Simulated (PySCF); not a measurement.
## Pr²⁺ (praseodymium, charge +2) across methods

[Xe] 4f2 5d1, one real determinant (an excited configuration). Calculation: PySCF 2.14, in cc-pVDZ-X2C; scalar relativity by spin-free X2C-1e.

| method | E (hartree) | mean ε 5p β (eV) | mean ε 4f α (eV) | mean ε 5d α (eV) | Σ⟨r²⟩ (bohr²) | ⟨S²⟩ |
| --- | --- | --- | --- | --- | --- | --- |
| UHF | -9232.48423 | -41.757 | -29.596 | -19.318 | 46.08 | 3.754 |
| r2SCAN | -9235.89 | -36.647 | -20.902 | -15.768 | 45.93 | 3.752 |
| LDA | -9228.32 | -36.364 | -20.382 | -15.520 | 46.02 | 3.750 |
| PBE | -9235.50 | -36.137 | -20.385 | -15.583 | 46.05 | 3.751 |

Question: Estimate the same row for PBE0.

Answer: E (hartree) = -9235.54; mean ε 5p β (eV) = -37.868; mean ε 4f α (eV) = -22.881; mean ε 5d α (eV) = -16.683; Σ⟨r²⟩ (bohr²) = 45.90; ⟨S²⟩ = 3.751.

⟨L²⟩ = 30.04 against 56 for a pure K term, so this real determinant mixes terms. Spin-orbit coupling, absent here, splits the open shell strongly.
